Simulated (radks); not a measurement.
Problem. These are the eigenvalues of the occupied orbitals of an atom or ion with whole-number occupations (hartree). Method: Dirac Kohn-Sham, PBE, spin-unpolarised, spherical densities, finite nucleus; Fermi nuclear charge, rms radius of each element as measured or else 0.836 A^(1/3) + 0.57 fm; computed with a radial shooting solver on a logarithmic mesh with Libxc functionals.

orbital  eigenvalue
1s1/2     -3346.861
2s1/2     -619.1797
2p1/2     -596.1347
2p3/2     -510.8356
3s1/2     -165.9752
3p1/2     -155.4990
3p3/2     -136.3556
3d3/2     -119.1049
3d5/2     -115.0386
4s1/2     -54.31150
4p1/2     -49.72315
4p3/2     -44.88592
4d3/2     -37.38248
4d5/2     -36.45895
4f5/2     -26.69893
4f7/2     -26.47299
5d3/2     -18.37134
5d5/2     -18.10583

Which element is it, and in what charge state? The configuration may be excited. Open shells, if any, are shared by 2j + 1.

Solution. Z = 83, bismuth, charge +23: Bi23+ in [Kr] 4d10 4f13 5d1. The list shows which subshells hold electrons but not how many an open one holds; the 1s level, -3346.9 hartree, gives Z - s = 81.8 by -(Z - s)^2/2, which with screening and relativity narrows Z to a few neighbours, and the depths of the outer levels then fix element, charge and occupations together.
